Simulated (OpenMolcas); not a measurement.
# Ar VI: the spin-orbit constant, worked from levels

```yaml
Program: OpenMolcas 26.06
Basis: ANO-R2 [5s4p3d1f]
Scalar_Hamiltonian: X2C, finite nucleus
Active_space: 3 electrons in 9 orbitals (RAS2 3s 3p; RAS3 3d, at most 2 electrons)
State_averaging: 2S+1 = 4 odd, 1 root (0 in the spin-orbit step); 2S+1 = 2 odd, 3 roots; 2S+1 = 4 even, 3 roots; 2S+1 = 2 even, 9 roots
Spin-orbit_coupling: state interaction with AMFI integrals over the reference wave functions, term energies averaged over their components
```

Methods: RASSCF; SS-RASPT2, IPEA 0.25 Eh, imaginary shift 0.1 Eh (closed shells correlated: 2s 2p). Measured levels: Saloman, J. Phys. Chem. Ref. Data 39, 033101 (2010).

**The spin-orbit constant.** For the Hund term 2P* of p1, E(J) = (A/2) J(J+1) + constant and ζ = 2S·A = A. From J = 1/2 to J = 3/2 the energy changes by 1.5 A.

```tsv
Source	E(3/2) - E(1/2)	A	ζ
RASSCF	2053.4	1368.9	1369
SS-RASPT2	2053.4	1368.9	1369
measured	2207.9	1471.9	1472
```

All in cm-1. SS-RASPT2 is off by -7.0 % and RASSCF by -7.0 %. Both methods take the spin-orbit matrix elements from the reference wave functions, so the second can move ζ only through the term energies and any multistate remixing.

Active for correlation alone: 3d; no level in the range computed is led by a configuration that fills it, so any true level of that kind is missing. Computed and measured levels are paired by configuration, term and J; levels that our copy of the source lacks, or whose pairing is in doubt (as where it misses far off the trend of its configuration), stay unpaired and out of the deviations. Levels of configurations outside the active space are missing.

* marks odd parity.
